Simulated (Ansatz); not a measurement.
H2OTe (SMILES O[TeH]) moved off its minimum; all values from Ansatz (an electronic-structure program), cores frozen in correlated methods. Elements past Kr take the def2 small-core potentials, without spin–orbit coupling.
(charge 0, multiplicity 1)
```xyz
4

Te    -0.20810    -0.09317     0.22194
H     -1.36670    -0.40618    -0.89713
O      1.28929     0.22150    -1.10147
H      1.21542     1.14574    -1.36443
```

Question: Give the forces (eV/Å), the total energy and the dipole at CCSD(T)/def2-TZVPPD.

Answer: 
| atom | Fx | Fy | Fz |
|---|---|---|---|
| Te1 | 0.867 | 0.204 | -0.070 |
| H2 | -0.289 | -0.096 | -0.366 |
| O3 | -0.624 | -0.085 | 0.430 |
| H4 | 0.046 | -0.023 | 0.005 |
Energy -343.4635 hartree, dipole 1.60 D.
